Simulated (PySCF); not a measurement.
## SiSb: one state, many levels of theory

State: ²Π (doublet), unpaired electrons π ↑. Set-up: PySCF, spin-free X2C with a Gaussian nucleus, basis sets Si x2c-SVPall, Sb x2c-SVPall. De refers to Si + Sb in their high-spin ground configurations, without counterpoise correction. The functionals are run spin-unrestricted. A positive dipole means Si(−)Sb(+). Levels whose curve was spin-contaminated or gave no clean fit are not listed.

```
    Level  Re (Å)  ωe (cm⁻¹)  De (eV)  μ (D)
 UHF-CCSD   2.398        417     1.99    n/a
      LDA   2.384        419     3.89   0.21
      PBE   2.410        407     3.16   0.33
     TPSS   2.402        412     3.00   0.35
   r²SCAN   2.391        423     2.83   0.26
    B3LYP   2.395        419     2.92   0.13
     PBE0   2.377        435     2.80   0.19
CAM-B3LYP   2.357        448     2.69   0.00
```

(1) What does a quarter of exact exchange do here, going from PBE to PBE0?

(2) What does the step from GGA to meta-GGA do here, going from PBE to r²SCAN?

Correlated steps freeze 23 core orbitals. Correlated levels converge slowly with the basis: in double zeta they bind strong bonds too weakly, by up to about 1 eV, and carry superposition errors of some tenths. These are scalar-relativistic numbers at best; spin–orbit coupling would shift them, the dissociation energy most. Counting both spins, an empty level lies below a filled one in some of these solutions, because spin and occupation are held. The state was picked by a PBE0 search and need not be the measured ground state.

The whole job (state search and all levels along the bond) took about 2.7 min on 1 thread of Oxide Virtual Turin-like (shared host), peak memory 0.67 GiB.

## Answers

(1) PBE0 less PBE: -3.3 pm in Re, +6.9 % in ωe, -0.36 eV in De. Exact exchange removes part of the self-interaction that spreads semilocal densities, and in most molecules shortens and stiffens the bond and lowers De; so it does here.

(2) r²SCAN less PBE: -1.9 pm in Re, +3.9 % in ωe, -0.33 eV in De.
